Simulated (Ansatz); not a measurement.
Reaction (formal exchange of groups at a Ge–C bond): `C=[CH][GeH2][CH2]F` + `CC(C)(C)Cl` → `F[CH2][GeH2][Cl]` + `C=CC(C)(C)C`

Isolated molecules relaxed with PBE0-D4/def2-TZVP in Ansatz; ΔE leaves out vibrations. CCSD(T)/CBS adds triple-zeta CCSD(T) − MP2 to the extrapolated MP2 energy (def2 sets, frozen cores). Functionals use def2-TZVPP. B3LYP here is the variant with VWN-RPA as its local correlation; programs differ in this. For Ge outer-core shells are correlated without core-valence functions, which leaves a few kJ/mol of doubt a bond. Scalar relativity is left out up to krypton. Each species was taken in one conformer, which may not be the lowest.

`C=[CH][GeH2][CH2]F`:

Cartesian coordinates in Å:
```
C -0.271 1.583 1.629
C 0.476 0.967 0.720
Ge 0.196 -0.873 0.189
C -0.237 -0.952 -1.739
F 0.810 -0.414 -2.476
H -0.102 2.621 1.904
H -1.084 1.079 2.143
H 1.279 1.519 0.236
H 1.457 -1.721 0.432
H -0.991 -1.451 0.986
H -0.393 -1.983 -2.069
H -1.140 -0.374 -1.956
```

`CC(C)(C)Cl`:

Z-matrix (Å, degrees):
```
C
C 1 1.516
H 1 1.094 2 109.4
H 1 1.091 2 111.0 3 119.6
H 1 1.091 2 111.0 3 -119.6
C 2 1.516 1 111.5 3 -62.7
C 2 1.516 1 111.5 3 62.7
Cl 2 1.821 1 107.3 3 180.0
H 6 1.091 2 111.0 1 -177.6
H 6 1.091 2 111.0 1 -56.9
H 6 1.094 2 109.4 1 62.7
H 7 1.094 2 109.4 1 -62.7
H 7 1.091 2 111.0 1 177.6
H 7 1.091 2 111.0 1 56.9
```

`F[CH2][GeH2][Cl]`:

```xyz
8

F    -0.858   -1.706   -0.491
C    -0.486   -0.803    0.483
Ge    0.575    0.661   -0.297
Cl   -0.761    1.903   -1.443
H    -1.387   -0.401    0.955
H     0.105   -1.328    1.241
H     1.169    1.541    0.812
H     1.644    0.133   -1.260
```

`C=CC(C)(C)C`:

Cartesian coordinates in Å:
```
C -1.140 1.942 0.418
C -0.588 0.812 0.835
C 0.122 -0.222 0.004
C -0.614 -1.555 0.170
C 1.548 -0.370 0.542
C 0.171 0.152 -1.471
H -1.628 2.615 1.114
H -1.129 2.242 -0.624
H -0.635 0.572 1.898
H -0.667 -1.846 1.222
H -0.095 -2.349 -0.374
H -1.635 -1.487 -0.213
H 1.543 -0.636 1.602
H 2.081 -1.156 0.000
H 2.106 0.562 0.431
H 0.693 -0.623 -2.037
H 0.701 1.094 -1.626
H -0.834 0.252 -1.890
```

```tsv
level	ΔE (kJ/mol)	difference from CCSD(T)/CBS
r2SCAN-D4	-99.7	-4.0
PBE0-D4	-101.4	-5.7
B3LYP-D4	-99.0	-3.3
B2PLYP	-97.7	-2.0
r2SCAN	-98.9	-3.2
B3LYP	-96.4	-0.7
MP2/def2-TZVPP	-100.4	-4.7
SCS-MP2/def2-TZVPP	-98.8	-3.1
MP2/def2-QZVPP	-100.0	-4.3
SCS-MP2/def2-QZVPP	-98.6	-2.9
CCSD(T)/CBS	-95.7	0
```

Largest T1 diagnostic among the species: 0.011.

From PBE to PBE0 (25 % exact exchange), in def2-TZVPP and without D4, ΔE moves by −5.6 kJ/mol. In def2-TZVPP, CCSD(T) changes the Hartree–Fock value by +9.6 kJ/mol (the triples alone add +2.1 kJ/mol) and MP2 by +6.2 kJ/mol.
